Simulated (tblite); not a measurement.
BiI$_{3}$, triplet, geometry from GFN2-xTB (such geometries of metal compounds can be far from the true shape) (a higher spin typed on purpose: for a closed-shell molecule this is an excited state); GFN1-xTB in tblite.

Input for tblite:
```
$ tblite run mol.xyz --method gfn1 --charge 0 --spin 2 --etemp 2000 --json tblite.json --no-restart

# file mol.xyz
4

Bi    -0.19221900    -0.15333299    -0.01028998
I      0.91037393    -2.89185738     0.04799698
I      2.00172748     1.59677686     0.10715770
I     -2.61107920     1.53520576    -0.13904017
```

What the program printed (banner, timings and long lists left out):

```
xTB calculator
 | screened Coulomb repulsion
 | Coulomb electrostatics
 |  * isotropic Klopman-Ohno-Mataga-Nishimoto electrostatics
 |  * onsite third-order electrostatics
 | DFT-D3(BJ) dispersion correction

halogen bonding energy    0.0000000000000E+00 Eh
repulsion energy          7.2955793404505E-03 Eh
dispersion energy        -2.7765968471933E-03 Eh
number of electrons       2.6000000000000E+01 e
integral cutoff           2.3808421393427E+01 bohr

------------------------------------------------------------
  cycle        total energy    energy error   density error
------------------------------------------------------------
      1     -13.87160210778  -1.3876121E+01   4.8694659E-01
      2     -14.06049497291  -1.8889287E-01   1.2001816E-01
      3     -14.07590425427  -1.5409281E-02   8.4499018E-02
      4     -14.07992309579  -4.0188415E-03   5.3184334E-02
      5     -14.07461751455   5.3055812E-03   8.8555495E-02
      6     -14.08127188648  -6.6543719E-03   9.6252327E-03
      7     -14.08134952038  -7.7633905E-05   3.2961639E-03
      8     -14.08135773186  -8.2114752E-06   9.1358343E-04
      9     -14.08135857158  -8.3972651E-07   7.7885922E-05
     10     -14.08135857732  -5.7365810E-09   1.0052647E-05
------------------------------------------------------------

electronic energy        -1.4085877559812E+01 Eh
total energy             -1.4081358577319E+01 Eh

Post processing:
 | Mayer-Wiberg bond orders

[Info] JSON dump of results written to 'tblite.json'
```
